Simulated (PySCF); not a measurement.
# Electron correlation in O (oxygen, neutral)

[He] 2s2 2p4, high-spin 3P determinant. Calculation: PySCF 2.14, in aug-cc-pVDZ; no relativity, point nucleus. Frozen: 1s2; 6 electrons correlated.

MP2 pair energies summed by pair of shells (mhartree):

| pair | energy | share (%) |
| --- | --- | --- |
| 2p-2p | -53.96 | 48.9 |
| 2s-2p | -48.30 | 43.8 |
| 2s-2s | -8.11 | 7.3 |

Total MP2 correlation energy: -110.37 mhartree.

Same-spin part -28.01 and opposite-spin part -82.36 mhartree; SCS-MP2 scales them by 1/3 and 6/5 to -108.17 mhartree.

```csv
level,correlation energy (mhartree)
CCSD,-127.24
(T),-1.81
CCSD(T),-129.05
```

Diagnostics: T1 = 0.0097, D1 = 0.0174, largest double amplitude 0.043.

Cost of the coupled-cluster step: 0.3 s of wall time on 1 thread of Neoverse-N1 (shared host), for 6 correlated electrons.
